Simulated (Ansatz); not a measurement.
The lowest singlet and triplet of ClIn (SMILES [Cl][In]); geometries from B3LYP-D3(BJ)/def2-TZVP, each state relaxed from the structure named, with no frequency check.
Singlet (charge 0, multiplicity 1):
```xyz
2

Cl     0.00000     0.00000    -1.81227
In     0.00000     0.00000     0.62875
```

A positive gap puts the triplet lower; no zero-point energy. R- takes a restricted singlet. U- takes an unrestricted singlet (broken symmetry where lower, unprojected). The triplet is unrestricted in single-reference levels. Active spaces average the two states.

Frozen-core correlation. Filled d and f shells under p-block atoms count as core.

The values were computed with Ansatz (Gaussian orbitals). Values without a source in brackets are computed. In def2 rows elements past Kr take small-core potentials, without spin–orbit coupling.

```
level                                      gap E(singlet) − E(triplet), vertical, at the singlet's geometry (kJ/mol)
-----------------------------------------  -------------------------------------------------------------------------
U-HF/def2-SVP                                                                                                 -254.8
U-PBE/def2-TZVPP                                                                                              -342.2
U-B3LYP/def2-TZVPP                                                                                               [?]
R-PBE0/def2-TZVPP                                                                                                [?]
R-SCS-MP2/def2-SVP                                                                                            -305.6
U-SCS-MP2/def2-SVP                                                                                            -305.6
U-SCS-MP2/def2-TZVPP                                                                                          -313.5
U-CCSD/def2-QZVPP                                                                                             -312.9
FIC-MRCISD+Q on SA-CASSCF(2,3)/def2-QZVPP                                                                     -319.1
```

Problem. Fill in the missing entries.

Solution. 
- U-B3LYP/def2-TZVPP, gap E(singlet) − E(triplet), vertical, at the singlet's geometry (kJ/mol): -349.7
- R-PBE0/def2-TZVPP, gap E(singlet) − E(triplet), vertical, at the singlet's geometry (kJ/mol): -331.5

Ansatz is a quantum-chemistry and plane-wave program.
